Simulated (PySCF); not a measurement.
BH₄P, SMILES BP.

Coordinates come from a B3LYP-D3(BJ)/def2-TZVP optimisation.

Vertical ionisation energy (IE) and electron affinity (EA) in eV. Rows of orbital energies are one-electron estimates. Where ΔSCF, EOM or ADC give a negative EA the extra electron is unbound and the value depends on the basis.

```json
[
 {"level": "−ε(HOMO), −ε(LUMO), M06-2X/def2-TZVPD (PySCF)", "IE": "8.49", "EA": "0.88"},
 {"level": "−ε(HOMO), −ε(LUMO), ωB97X/def2-TZVPD (PySCF)", "IE": "(withheld)", "EA": "(withheld)"},
 {"level": "ADC(2)/aug-cc-pVDZ (PySCF)", "IE": "9.46", "EA": "-0.08"}
]
```

**Question.** What belongs in the gaps? (Estimate from the structure and the level; the computed values follow.)

**Answer.** 
- −ε(HOMO), −ε(LUMO), ωB97X/def2-TZVPD (PySCF), IE: 9.80
- −ε(HOMO), −ε(LUMO), ωB97X/def2-TZVPD (PySCF), EA: -0.37

**Question.** Beyond the first one, list the lowest photoelectron lines from ADC(2)/aug-cc-pVDZ in PySCF with their pole strengths (two spins summed). (The exact figures need the calculation; the answer reports its results.)

**Answer.** 12.12 eV (1.81), 12.35 eV (1.83), 14.15 eV (1.81), 16.94 eV (1.77), 20.36 eV (0.89).
